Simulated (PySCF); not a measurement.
C3H6FNSi. Atoms are numbered in the order given.

```xyz
12

F      1.7433     0.0747    -1.2511
Si     0.9041     0.1503     0.1480
C     -0.5194     1.3326     0.0771
C     -1.6519     0.6161     0.1775
C     -1.5323    -0.8680     0.3599
N     -0.1290    -1.1952     0.4143
H      1.9778     0.3399     1.1585
H     -0.5326     2.4158    -0.0624
H     -2.6565     1.0524     0.1289
H     -2.0653    -1.3776    -0.4691
H     -2.0650    -1.1617     1.2866
H      0.1183    -2.1636     0.5583
```

Geometry optimised at PBE0-D3(BJ)/def2-SVP. The structure was generated by enumeration; whether it is a known compound was not checked. Other conformers were not sampled.

Level of theory: PBE/pcSseg-1 (PySCF).

GIAO shieldings, no solvent; atoms listed in one row are averaged. δ = σ(ref) − σ: ¹⁹F against CFCl3 (σ = 133.6 ppm); ²⁹Si against TMS (σ = 335.4 ppm); ¹³C against TMS (σ = 182.0 ppm); ¹⁵N against NH3 (σ = 267.0 ppm); ¹H against TMS (σ = 31.49 ppm), references at their B3LYP-D3(BJ)/def2-TZVP geometries, non-relativistic.

Computed chemical shifts:
| nucleus | atoms | count | δ (ppm) |
|---|---|---|---|
| ¹⁹F | F1 | 1 | -154.0 |
| ²⁹Si | Si2 | 1 | -8.9 |
| ¹³C | C4 | 1 | 161.4 |
| ¹³C | C3 | 1 | 130.0 |
| ¹³C | C5 | 1 | 59.0 |
| ¹⁵N | N6 | 1 | 62.7 |
| ¹H | H9 | 1 | 7.52 |
| ¹H | H8 | 1 | 6.41 |
| ¹H | H7 | 1 | 6.02 |
| ¹H | H10 | 1 | 4.52 |
| ¹H | H11 | 1 | 4.32 |
| ¹H | H12 | 1 | 1.90 |
